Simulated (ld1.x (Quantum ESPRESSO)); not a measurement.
## antimony (Sb), TM: configuration errors across variants

| Quantity | Value |
| --- | --- |
| Element | antimony |
| Generator | ld1.x (Quantum ESPRESSO) 7.5 |
| Type | norm-conserving Troullier–Martins (Kleinman–Bylander form) |
| Functional | PBE |
| Relativity | fully relativistic |
| Frozen core | [Kr] 4d10 |
| Valence charge | 5 |
| Reference configuration | 5s1.5 5p3.5 |
| Partial waves | 5s (bound): rc 1.85 bohr; 5d channel at 0.25 Ry: rc 1.65 bohr; 5p (bound): rc 2.00 bohr |
| Local potential | the p channel |
| Core correction | none |

Open shells are filled in proportion to 2j + 1 (rel_dist='average').

All-electron excitation energies from the reference (eV): (1) 5s2 5p3 -4.016; (2) 5s2 5p2 4.317; (3) 5s2 5p1 20.306; (4) 5s1 5p4 4.070; (5) 5s1 5p0 89.036; (6) 5s0 5p5 12.361; (7) 5s2 5p3.3 -5.179.

3 further variants failed, have other tests or another functional or relativity, and are left out.

A true bound ghost makes a file unfit for plane-wave use even where its test errors are small: the radial tests pick states by their node count and pass the ghost by.

The file “base” misses its own reference levels by 0.4 eV. The file “wave 5d channel at 0.25 Ry: rc 1.65 bohr becomes 5d channel at 2.15 Ry: rc 1.65 bohr” misses its own reference levels by 0.4 eV. The file “wave 5d channel at 0.25 Ry: rc 1.65 bohr becomes 5d channel at 0.25 Ry: rc 2.26 bohr” misses its own reference levels by 0.4 eV. The file “core correction a·sin(br)/r model core inside 0.72 bohr” misses its own reference levels by 0.4 eV. The file “all radii scaled by about 0.89 (s 1.64, p 1.78, d 1.48 bohr)” misses its own reference levels by 0.4 eV.

Errors AE − PS in meV (a dash: test not solved or not reliable):

```tsv
change	(1)	(2)	(3)	(4)	(5)	(6)	(7)	bound ghosts
base	+9.3	+22	+33	-4.7	+296	+1.7	+5.1	d3/2, d5/2
wave 5d channel at 0.25 Ry: rc 1.65 bohr becomes 5d channel at 2.15 Ry: rc 1.65 bohr	+9.3	+22	+33	-4.7	+296	+1.7	+5.1	d5/2, d3/2
wave 5d channel at 0.25 Ry: rc 1.65 bohr becomes 5d channel at 0.25 Ry: rc 2.26 bohr	+9.3	+22	+33	-4.7	+296	+1.7	+5.1	d3/2, d5/2
local potential the s channel	+2.1	-0.3	-12	+2.1	+174	+23	+1.8	d3/2, d5/2
core correction a·sin(br)/r model core inside 0.72 bohr	+4.6	+19	+24	-9.7	-275	-47	+0.3	d3/2, d5/2
all radii scaled by about 0.89 (s 1.64, p 1.78, d 1.48 bohr)	+17	+49	+82	-10	+306	-4.9	+8.3	s
```

Task: Give the same row for: wave 5s (bound): rc 1.85 bohr becomes 5s (bound): rc 1.56 bohr.

Result: +9.6, +23, +42, -3.7, +314, +24, +5.3; bound ghosts: d3/2, d5/2.
